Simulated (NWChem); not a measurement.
Species: C₃H₄FNSi; SMILES C1C=C[Si@@H](N=1)F

```xyz
10

F      0.0599    -2.0268    -0.5819
Si     0.0167    -0.7435     0.4058
C      1.3370     0.5377     0.0488
C      0.6342     1.6493    -0.2353
C     -0.8576     1.4553    -0.2164
N     -1.3585     0.3110     0.0480
H     -0.0247    -1.2584     1.7971
H      2.4278     0.5134     0.0801
H      1.0652     2.6294    -0.4679
H     -1.5068     2.3218    -0.4365
```
Atoms are numbered in this order, from 1.

Computed with NWChem. Pople sets run with spherical d functions. Structure relaxed at the PBE0/def2-SVP level. B3LYP is NWChem's, with the RPA form of VWN correlation. Atomic charges in e: unrestrained fits to the electrostatic potential beside Mulliken populations; buried atoms are poorly determined by the fit.

For level Hartree-Fock/6-31G*:

| Quantity | Value |
|---|---|
| Mulliken F1 | -0.53 |
| ESP Si2 | 1.18 |
| Mulliken Si2 | 1.26 |
| Mulliken C3 | -0.46 |
| Mulliken C4 | -0.23 |

What are these values for level B3LYP/def2-SVP?


- Mulliken F1 = -0.33
- ESP Si2 = 1.01
- Mulliken Si2 = 0.81
- Mulliken C3 = -0.18
- Mulliken C4 = -0.02
